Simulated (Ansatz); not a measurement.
System: chloro(trimethyl)germane, C3H9ClGe (charge 0, singlet). SMILES: [Ge]([CH3])([CH3])([Cl])[CH3]
Geometry: optimised at B3LYP-D3(BJ)/def2-TZVP (Ansatz, a quantum-chemistry and plane-wave program).

Property: vertical triplet-singlet gap (E(triplet) - E(singlet); each state is the SCF solution reached for its spin; the molecule has degenerate orbitals, so one determinant may break the symmetry), in kJ/mol. Correlated levels leave the core frozen unless marked. Open shells are spin-unrestricted. Spin-orbit coupling is left out. The frozen core is the preceding noble-gas configuration, with the filled d and f shells of earlier blocks. No relativistic terms. CBS marks a two-point X^-3 extrapolation of the correlation energy; Hartree-Fock from the larger set. The bracket is a focal-point correction in the basis named.

| level | program | vertical triplet-singlet gap (kJ/mol) |
|---|---|---|
| BHLYP/def2-TZVPD | Ansatz | 694.7 |
| wB97X-V/def2-TZVPD | Ansatz | ___ |
| RI-MP2/CBS(def2-TZVPPD,def2-QZVPPD)+[CCSD(T)-MP2]/def2-TZVPPD | Ansatz | ___ |

**Question.** Some entries are withheld; supply them.

**Answer.** 
- wB97X-V/def2-TZVPD, vertical triplet-singlet gap (kJ/mol): 711.7
- RI-MP2/CBS(def2-TZVPPD,def2-QZVPPD)+[CCSD(T)-MP2]/def2-TZVPPD, vertical triplet-singlet gap (kJ/mol): 759.0
